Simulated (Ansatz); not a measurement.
Geometry optimisation, Ansatz 0.2.0, UKS B3LYP-D4/def2-SVP.

Input file:

```yaml
crystal:
  periodic: [false, false, false]
  atoms:
    - { symbol: F, position_ang: [-1.60733, -0.38259, 0.66137] }
    - { symbol: Si, position_ang: [-0.3662, -0.2388, -0.3148] }
    - { symbol: I, position_ang: [-0.66139, -1.88338, -2.06385] }
    - { symbol: H, position_ang: [-0.3424, 1.0888, -1.0071] }
magnetization:
  spin_polarized: true
  initial_magnetization: 1
basis:
  gaussian: { orbitals: def2-SVP }
hamiltonian:
  xc: b3lyp
  dispersion: d4
relax:
  f_tol: 0.015
  max_steps: 40
output:
  orbitals: {}
```

Launched with:

```bash
$ ansatz run input.yaml --threads 1 --pin off --max-ram 2048MiB --backend cpu --events-out ev --progress --plain --runs-dir out
```

Q: Where does it end, and by what steps?

A: It converged. After 8 steps the energy has fallen by 0.071 eV; I3 moved furthest, 0.08 Å.

| step | energy less start (eV) | largest force component (eV/Å) | accepted |
| --- | --- | --- | --- |
| 0 | 0.0000 | 1.399 | yes |
| 1 | -0.0293 | 0.806 | yes |
| 2 | -0.0666 | 0.306 | yes |
| 3 | -0.0689 | 0.106 | yes |
| 4 | -0.0700 | 0.065 | yes |
| 5 | -0.0703 | 0.035 | yes |
| 6 | -0.0702 | 0.076 | no |
| 7 | -0.0706 | 0.021 | yes |
| 8 | -0.0707 | 0.013 | yes |

```xyz
4
Properties=species:S:1:pos:R:3
F -1.619 -0.321 0.686
Si -0.350 -0.259 -0.333
I -0.644 -1.940 -2.118
H -0.364 1.104 -0.960
```

Whether the end is a true minimum wasn't checked by a vibrational analysis.

Run time: 42 s on 1 thread of Intel(R) Xeon(R) Platinum 8488C (Sapphire Rapids), on a shared host, peak memory 0.19 GiB.
